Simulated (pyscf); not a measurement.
Addition across a multiple bond or ene-type step: HGa=AsH + AsH₃ → H₂Ga–AsH–AsH₂

Gas phase, singlet surface, charge 0. Bonds broken: As5–H6. Bonds formed: As1–As5, Ga2–H6. PySCF, gas phase, ωB97X-D3(BJ)/def2-SVP geometries.

Transition state (Å):

```xyz
8

As    -0.7119     1.9550    -0.0378
Ga     0.2282     0.0310    -0.7895
H      0.1818     1.9016     1.1885
H      0.2525    -1.0309    -1.9210
As    -0.8348    -0.6719     1.6145
H      0.7791    -0.5994     0.6833
H     -2.1335    -0.9505     0.8703
H     -0.4419    -2.1472     1.4645
```

One imaginary mode, 751i cm⁻¹; descent along it reached the two sides named, in the forms told below.

| bond | change | reactant side (Å) | saddle | product side |
|---|---|---|---|---|
| As5–H6 | breaks | 1.525 | 1.865 | 3.7 |
| As1–As5 | forms | 4.4 | 3.1 | 2.433 |
| Ga2–H6 | forms | 2.566 | 1.694 | 1.562 |

Electronic energies relative to the separated reactants (eV):

```
level                   barrier  reaction energy  reverse barrier
----------------------  -------  ---------------  ---------------
ωB97X-D3(BJ)/def2-TZVP     0.76            -1.76             2.51
PBE/def2-TZVP              0.68            -1.26             1.94
r²SCAN/def2-TZVP           0.71            -1.41             2.12
B3LYP-D3(BJ)/def2-TZVP     0.82            -1.29             2.12
PBE0-D3(BJ)/def2-TZVP      0.69            -1.48             2.18
M06-2X/def2-TZVP           0.86            -1.38             2.24
ωB97M-D3(BJ)/def2-TZVP     0.97            -1.36             2.33
HF/def2-TZVP               1.66            -1.10             2.77
```

With ωB97M-D3(BJ)/def2-TZVP energies and thermal terms (ideal gas, 1 atm, RRHO with modes under 100 cm⁻¹ raised to 100, one conformer, R ln 2 for chiral ones without a mode under 150 cm⁻¹), in eV:

```
T (K)   ΔH‡   ΔG‡     ΔH     ΔG
-----  ----  ----  -----  -----
298    0.98  1.46  -1.30  -0.81
600    1.00  1.94  -1.26  -0.33
900    1.02  2.41  -1.22  +0.12
1200   1.05  2.87  -1.16  +0.56
```

On the reactant side the descent ends in a complex, 0.24 eV under the separated species and 0.99 eV under the saddle at ωB97X-D3(BJ)/def2-TZVP. H₂Ga–AsH–AsH₂ is closed by a dative As–Ga contact. HGa=AsH lies 0.53 eV over its isomer Ga–AsH₂ [singlet] (electronic energy, ωB97M-D3(BJ)/def2-TZVP). One saddle was located; it need not be the lowest between these sides. Elements up to Kr have no core potential and no relativistic terms here.
